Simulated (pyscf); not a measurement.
Structures and frequencies: ωB97X-D3(BJ)/def2-SVP in PySCF. MP2 and CC: frozen core, UHF for open shells. ΔMP2 is the change of the MP2 total energy from the triple- to the quadruple-zeta basis.

### Question
Estimate the classical barrier height and the reaction energy of :HC–CH=C(F)–F [singlet] -> H₂C=C=C(F)–F at CCSD(T)/def2-TZVPP + ΔMP2(QZVPP). The step runs on the singlet surface, breaks C–H and forms C–H; take the reactant's lowest minimum found as zero.

### Answer
ΔE‡ = 1.18 eV, ΔE = -2.05 eV. Zero-point energy shifts the barrier by -0.12 eV. It is a hydrogen shift, with an imaginary mode of 755i cm⁻¹. This is the saddle that the search found; another between the same sides may lie lower. A restricted singlet here is unstable towards spin polarisation, as is usual where a triplet lies low; its energy is less safe. The CCSD(T) − MP2 part came from Ansatz, without density fitting, on the same reference.
